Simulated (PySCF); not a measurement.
Al(Cl)2(OMe) (CH3AlCl2O), SMILES C[O][Al]([Cl])[Cl]. Heavy atoms are numbered as in [Al:1]([Cl:2])([Cl:3])[O:4][CH3:5]. Hydrogens are named by the atom that carries them.

Geometry optimised at PBE0-D3(BJ)/def2-SVP. The structure was generated by enumeration; whether it is a known compound was not checked. One conformer was computed; it need not be the lowest.

Calculation: PBE/def2-TZVP run with PySCF.

Atomic charges (e), one atom of each kind:

| atom | IAO | Löwdin |
|---|---|---|
| Al1 | 1.07 | ___ |
| Cl2 | -0.32 | ___ |
| O4 | -0.63 | 0.11 |
| C5 (CH3) | -0.20 | -0.37 |
| H on C5 | 0.14 | ___ |

Q: What belongs in the gaps? (Estimate from the structure and the level; the computed values follow.)

A: 
- Al1, Löwdin: -0.73
- Cl2, Löwdin: 0.34
- H on C5, Löwdin: 0.11
